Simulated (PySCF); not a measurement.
Cl4Te, charge +1, multiplicity 2. Atoms are numbered in the order given.

```xyz
5

Te     0.0000     0.0000     0.0000
Cl     1.3736     1.3736    -1.3736
Cl    -1.3736     1.3736     1.3736
Cl    -1.3736    -1.3736    -1.3736
Cl     1.3736    -1.3736     1.3736
```
Charge +1, spin multiplicity 2.

The structure is a stationary point at PBE-D3(BJ)/def2-SVP. The spin state was assumed, not searched. The isomer is the one that the SMILES or the coordinates give; other isomers of the formula were not compared. The def2 effective core potentials stand for the cores of Te; spin–orbit coupling is left out.

These are PBE/def2-TZVP in PySCF values and carry that method's errors.

ESP charges are fitted to the potential on shells at 1.4 to 2.0 van der Waals radii. Atomic charges (e):

```tsv
atom	Löwdin	Mulliken	ESP fit	Mulliken spin
Te1	___	1.01	0.04	0.07
Cl2	___	0.00	0.24	0.23
Cl3	___	0.00	0.24	0.23
Cl4	___	0.00	0.24	0.23
Cl5	___	0.00	0.24	0.23
```

Question: Complete the blanks. (Estimate from the structure and the level; the computed values follow.)

Answer: 
- Te1, Löwdin: 0.44
- Cl2, Löwdin: 0.14
- Cl3, Löwdin: 0.14
- Cl4, Löwdin: 0.14
- Cl5, Löwdin: 0.14

Computed Mayer and Wiberg (Löwdin basis) orders of the bonds:
```
bond     Mayer  Wiberg
-------  -----  ------
Te1–Cl2   1.10    1.56
Te1–Cl3   1.10    1.56
Te1–Cl4   1.10    1.56
Te1–Cl5   1.10    1.56
```
